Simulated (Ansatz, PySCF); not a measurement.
BClH₅NO₂Si, SMILES OB(N[SiH2]Cl)O. Atoms are numbered in the order given.

```xyz
11

Si     0.9307     0.4948     0.1698
Cl     2.5191    -0.8343     0.0454
N     -0.4948    -0.4443    -0.1348
B     -1.8008     0.1307    -0.1319
O     -2.8959    -0.6606    -0.3791
O     -1.8483     1.4865     0.1300
H      0.9533     1.0870     1.5305
H      1.1561     1.5514    -0.8477
H     -0.4035    -1.4365    -0.3225
H     -3.7423    -0.2059    -0.3620
H     -2.7182     1.8928     0.1383
```
Charge 0, spin multiplicity 1.

Geometry: ωB97X-D3(BJ)/def2-SVP. This is a generated structure with no PubChem entry under its InChIKey; it may be hypothetical. One conformer was computed; it need not be the lowest.

Two levels are set side by side: PBE-D3(BJ)/def2-SVP (Ansatz, a program for electronic structure) and ωB97X-D3(BJ)/def2-SVP (PySCF). Each level has its own optimised geometry; the coordinates shown are those of the second. Frequencies come from the Hessian of PySCF at each geometry. Differences are taken from unrounded values.

| quantity | ωB97X-D3(BJ) |
|---|---|
| mean bond length (Å) | 1.389 |
| bond Si1–Cl2 (Å) | 2.075 |
| bond Si1–N3 (Å) | 1.734 |
| bond N3–B4 (Å) | 1.427 |
| bond B4–O5 (Å) | 1.373 |
| bond B4–O6 (Å) | 1.382 |
| bond Si1–H7 (Å) | 1.484 |
| bond Si1–H8 (Å) | 1.484 |
| bond N3–H9 (Å) | 1.014 |
| bond O5–H10 (Å) | 0.961 |
| bond O6–H11 (Å) | 0.960 |
| highest harmonic wavenumber (cm⁻¹) | 3959 |
| mean harmonic wavenumber (cm⁻¹) | 1149 |
| zero-point energy (kcal/mol) | 44.34 |

### Question
What does PBE-D3(BJ) give, and how far is it from ωB97X-D3(BJ)? (Estimate from the structure and the level; the computed values follow.)

### Answer

```csv
quantity,PBE-D3(BJ),PBE-D3(BJ) minus ωB97X-D3(BJ)
mean bond length (Å),1.400,0.010
bond Si1–Cl2 (Å),2.090,0.015
bond Si1–N3 (Å),1.746,0.012
bond N3–B4 (Å),1.433,0.006
bond B4–O5 (Å),1.381,0.007
bond B4–O6 (Å),1.387,0.006
bond Si1–H7 (Å),1.499,0.015
bond Si1–H8 (Å),1.499,0.015
bond N3–H9 (Å),1.022,0.008
bond O5–H10 (Å),0.971,0.010
bond O6–H11 (Å),0.970,0.010
highest harmonic wavenumber (cm⁻¹),3796,-163
mean harmonic wavenumber (cm⁻¹),1099,-50
zero-point energy (kcal/mol),42.40,-1.93
```

GGA bonds tend to be longer and softer than those of functionals with exact exchange. Differences between two approximate levels are no errors against the true value.
